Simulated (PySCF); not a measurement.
This script is equivalent to a calculation on Bi⁻ (bismuth, charge -1).

```python
from pyscf import gto, scf, dft, mp, cc
import basis_set_exchange as bse
txt = bse.get_basis("aug-cc-pwCVDZ-PP", elements=["Bi"], fmt="nwchem", header=False)
cut = txt.index("\nECP")
mol = gto.M(atom="Bi 0 0 0", charge=-1, spin=2, symmetry="D2h",
            basis=gto.basis.parse(txt[:cut]),
            ecp={"Bi": gto.basis.parse_ecp(txt[cut:])})
mf = dft.UKS(mol, xc="WB97X")
mf.irrep_nelec = {'Ag': (4, 4), 'B1g': (1, 1), 'B2g': (1, 1), 'B3g': (1, 1), 'B1u': (2, 1), 'B2u': (2, 2), 'B3u': (2, 1)}
mf.kernel()
```

Task: What total energy does it give?

Result: -214.672 hartree (calculated).

Task: Which occupied shell lies highest, and where?

Result: 6p β, at -1.008 eV.

Task: What is ⟨S²⟩, and what would a pure spin state give?

Result: 2.005, against 2.00.

Energies and moments cover only the electrons outside the core potential. Spin-orbit coupling is strong in this species (close to jj coupling), so the high-spin LS determinant is a model state, not a physical level.
